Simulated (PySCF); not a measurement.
C3H10N (SMILES C[NH+](C)C), charge +1, singlet, geometry from GFN2-xTB, with bond 5-2 at 1.3 times its length; PySCF with TPSS/3-21G.

Input for PySCF:
```python
from pyscf import gto, scf, dft

mol = gto.Mole()
mol.atom = '''
    N    -0.001457   -0.000790    0.349071
    C    -0.006831    1.403606   -0.098896
    C     1.219405   -0.695183   -0.098525
    C    -1.211296   -0.707730   -0.108702
    H    -0.001162    1.452674   -1.513558
    H     0.873397    1.924963    0.272714
    H    -0.895476    1.915832    0.265308
    H     1.254596   -0.710204   -1.186717
    H     1.229226   -1.720741    0.265951
    H     2.105741   -0.184277    0.273087
    H    -1.237217   -0.723067   -1.197150
    H    -2.105939   -0.206018    0.255454
    H    -1.213580   -1.733351    0.255724
    H    -0.005745   -0.003113    1.375966
'''
mol.basis = '3-21g'
mol.charge = 1
mol.spin = 0
mol.verbose = 4
mol.build()

mf = dft.RKS(mol)
mf.xc = 'tpss'
mf.init_guess = '1e'
mf.kernel()
```

**Question.** What does PySCF print? Leave out banner, timings and long lists.

**Answer.** 
```
PySCF version 2.14.0

[INPUT] verbose = 4
[INPUT] num. atoms = 14
[INPUT] num. electrons = 34
[INPUT] charge = 1
[INPUT] spin (= nelec alpha-beta = 2S) = 0
[INPUT] symmetry False subgroup None
[INPUT] Mole.unit = angstrom
[INPUT] Symbol           X                Y                Z      unit          X                Y                Z       unit  Magmom
[...]
nuclear repulsion = 146.774772511855
number of shells = 40
number of NR pGTOs = 90
number of NR cGTOs = 56
basis = 3-21g
ecp = {}

******** <class 'pyscf.dft.rks.RKS'> ********
method = RKS
initial guess = 1e
damping factor = 0
level_shift factor = 0
DIIS = <class 'pyscf.scf.diis.CDIIS'>
diis_start_cycle = 1
diis_space = 8
diis_damp = 0
SCF conv_tol = 1e-09
SCF conv_tol_grad = None
SCF max_cycles = 50
direct_scf = True
direct_scf_tol = 1e-13
XC library pyscf.dft.libxc version 7.1.2
    S. Lehtola, C. Steigemann, M. J. T. Oliveira, and M. A. L. Marques,  SoftwareX 7, 1–5 (2018)
XC functionals = tpss
    J. Tao, J. P. Perdew, V. N. Staroverov, and G. E. Scuseria,  Phys. Rev. Lett. 91, 146401 (2003)
    J. P. Perdew, J. Tao, V. N. Staroverov, and G. E. Scuseria,  J. Chem. Phys. 120, 6898 (2004)
    J. Tao, J. P. Perdew, V. N. Staroverov, and G. E. Scuseria,  Phys. Rev. Lett. 91, 146401 (2003)
    J. P. Perdew, J. Tao, V. N. Staroverov, and G. E. Scuseria,  J. Chem. Phys. 120, 6898 (2004)
radial grids:
    Treutler-Ahlrichs [JCP 102, 346 (1995); DOI:10.1063/1.469408] (M4) radial grids

becke partition: Becke, JCP 88, 2547 (1988); DOI:10.1063/1.454033
pruning grids: <function nwchem_prune>
grids dens level: 3
symmetrized grids: False
atomic radii adjust function: <function treutler_atomic_radii_adjust>
small_rho_cutoff = 0
Set gradient conv threshold to 3.16228e-05
Initial guess from hcore.
[...]
tot grids = 154336
init E= -143.421925464832
[...]
cycle= 1 E= -148.543609020044  delta_E= -5.12  |g|=  5.6  |ddm|= 43.2
[...]
cycle= 2 E= -150.843580251889  delta_E= -2.3  |g|= 7.16  |ddm|= 42.5
[...]
cycle= 3 E= -171.847732249688  delta_E=  -21  |g|= 2.68  |ddm|= 6.89
[...]
cycle= 4 E= -172.51141570185  delta_E= -0.664  |g|= 2.59  |ddm|= 1.98
[...]
cycle= 5 E= -173.123507995239  delta_E= -0.612  |g|= 1.88  |ddm|= 0.596
[...]
cycle= 6 E= -173.894579553089  delta_E= -0.771  |g|= 0.12  |ddm|= 2.11
[...]
cycle= 7 E= -173.895113335047  delta_E= -0.000534  |g|= 0.112  |ddm|= 0.223
[...]
cycle= 8 E= -173.898546910257  delta_E= -0.00343  |g|= 0.00699  |ddm|= 0.105
[...]
cycle= 9 E= -173.898560956889  delta_E= -1.4e-05  |g|= 0.00151  |ddm|= 0.0115
[...]
cycle= 10 E= -173.898561719242  delta_E= -7.62e-07  |g|= 0.000282  |ddm|= 0.00256
[...]
cycle= 11 E= -173.898561748761  delta_E= -2.95e-08  |g|= 3.06e-05  |ddm|= 0.000406
[...]
cycle= 12 E= -173.898561749002  delta_E= -2.4e-10  |g|= 3.07e-06  |ddm|= 3.37e-05
[...]
Extra cycle  E= -173.898561748999  delta_E= 2.96e-12  |g|= 4.71e-06  |ddm|= 6.63e-06
converged SCF energy = -173.898561748999
```
